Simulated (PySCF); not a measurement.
Work out the structure from these simulated measurements.

Elements present: C, H, N and S. Monoisotopic mass: 140.9707 u.

* 13C NMR: chemical shifts (computed TMS as zero) by class: 136.4 (1 C), 132.4 (1 C), 128.3 (1 C), 128.2 (1 C), 114.8 (1 C) ppm [GIAO PBE0/pcSseg-1]
* 1H NMR: chemical shifts (computed TMS as zero) by class: 7.52 (1 H), 7.41 (1 H), 6.92 (1 H) ppm [GIAO PBE0/pcSseg-1]
* NMR, other nuclei: isotropic shieldings of nuclei other than C and H, by class: -74 (1 N), 252 (1 S), 496 (1 S) ppm [GIAO PBE0/pcSseg-1]
* Dipole: 3.56 D [PBE0/pcSseg-1]
* Rotational structure: rotational constants A, B, C: 4.011, 0.897, 0.743 GHz [GFN2-xTB]

Electronic properties: PySCF, gas phase, density fitting. Levels stand in brackets. The structure is a single GFN2-xTB conformer in the gas phase; no vibrational or solvent corrections. Each NMR value is the plain mean over a class of atoms that symmetry, rotation or inversion makes alike.

Problem. Which formula fits the mass and the elements?

Solution. C5H3NS2 (calculated 140.9707). No other formula that holds each of these elements comes within 0.0003 u with a fitting electron parity and a possible valence count.

Problem. What is the compound? Reason from the data.

Solution. Numbering: `[N:1]#[C:2][S:3][c:4]1[cH:5][cH:6][s:7][cH:8]1`. Its formula, C5H3NS2, gives 5 degrees of unsaturation: 1 ring and 4 π bonds in the structure found (Kekulé form). 5 carbons fall into 5 classes; from least to most shielded: aromatic CH next to a ring sulfur [C6] (136.4 ppm), aromatic CH carbon [C5] (132.4 ppm), substituted aromatic carbon [C4] (128.3 ppm), aromatic CH next to a ring sulfur [C8] (128.2 ppm), cyano carbon [C2] (114.8 ppm). Hydrogen classes from least to most shielded: 1 H on an aromatic CH carbon, C5 (7.52 ppm), 1 H on an aromatic CH next to a ring sulfur, C6 (7.41 ppm), 1 H on an aromatic CH next to a ring sulfur, C8 (6.92 ppm). The other shieldings belong to: -74 ppm, cyano nitrogen [N1]; 252 ppm, thiophene-type sulfur [S7]; 496 ppm, sulfur bonded to 2 C [S3]. The optimised geometry has point group C1 and is an asymmetric top. Structure: `N#CSc1ccsc1`. Computed isomers that give other values at the same levels: `N#CSc1cccs1` (rotational constant A: 3.472 GHz; this holds for the one conformer computed). The assignments are read from this structure; whether some other isomer fits the data as well wasn't checked.

The values belong to the conformer `[N:1]#[C:2][S:3][c:4]1[cH:5][cH:6][s:7][cH:8]1`: C2–S3–C4–C5 21°.
